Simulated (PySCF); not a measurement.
Predicted microwave data (CAM-B3LYP/def2-SVPD in PySCF (dipole) on a GFN2-xTB geometry, gas phase) for one isomer of C6H9OP:

- Rotational constants: A = 2971, B = 1409, C = 1317 MHz
- Dipole components: |μa| = 2.05 D, |μb| = 3.55 D, |μc| = 0.00 D
- Inertial defect: -145.09 u·Å²
- κ: -0.89

**Question.** Which structure is it? (One computed conformer of each.)
A. `[CH2:1]=[CH:2][P:3]1(=[O:4])[CH2:5][CH:6]=[CH:7][CH2:8]1` with C1–C2–P3–O4 0°, C2–P3–C5–C6 86°, P3–C5–C6–C7 16°, C6–C7–C8–P3 -16°, C2–P3–C8–C7 -85°
B. `[CH2:1]=[CH:2][C:3]1=[CH:4][P@@H:5](=[O:6])[CH2:7][CH2:8]1` with C1–C2–C3–C4 173°, C3–C4–P5–O6 -137°, C4–P5–C7–C8 21°, P5–C7–C8–C3 -25°, C2–C3–C8–C7 -164°
C. `[CH2:1]=[CH:2][C:3]1=[C:4]([CH3:5])[P:6]1[CH2:7][OH:8]` with C1–C2–C3–C4 -178°, C4–P6–C7–O8 -103°, P6–C7–O8–H 55°
D. `[CH2:1]=[CH:2]/[CH:3]=[P:4]/[CH2:5][C:6]([CH3:7])=[O:8]` with C1–C2–C3–P4 180°, C3–P4–C5–C6 64°, P4–C5–C6–C7 82°
E. `[CH:1]#[C:2][P:3]([CH3:4])[CH2:5][C:6]([CH3:7])=[O:8]` with C2–P3–C5–C6 -179°, P3–C5–C6–C7 -171°

**Answer.** A. It is C=CP1(=O)CC=CC1, an asymmetric top, point group Cs. The candidates at the same level (rigid rotor, commonest isotopes):

| SMILES | A (MHz) | B (MHz) | C (MHz) | μa (D) | μb (D) | μc (D) | Δ (u·Å²) | point group | rotor |
| --- | --- | --- | --- | --- | --- | --- | --- | --- | --- |
| C=C/C=P/CC(C)=O | 2960 | 950.1 | 815.2 | 0.27 | 1.68 | 0.34 | -82.68 | C1 | asymmetric top |
| C=CC1=C[P@@H](=O)CC1 | 4788 | 1018 | 878.0 | 4.81 | 1.70 | 1.62 | -26.30 | C1 | near-prolate asymmetric top |
| C=CC1=C(C)P1CO | 2150 | 1230 | 893.3 | 1.91 | 2.12 | 1.29 | -80.12 | C1 | asymmetric top |
| C=CP1(=O)CC=CC1 | 2971 | 1409 | 1317 | 2.05 | 3.55 | 0.00 | -145.09 | Cs | asymmetric top |
| C#CP(C)CC(C)=O | 3431 | 1001 | 857.3 | 0.60 | 2.51 | 2.06 | -62.79 | C1 | asymmetric top |

`C=C/C=P/CC(C)=O` has C 38 % too low; `C#CP(C)CC(C)=O` has C 35 % too low; `C=CC1=C[P@@H](=O)CC1` has A 61 % too high; `C=CC1=C(C)P1CO` has C 32 % too low. In the right answer the mirror of this Cs structure is the ab plane, so μc vanishes by symmetry (the 0.01 D computed is a residue). No structure here is proved a minimum.
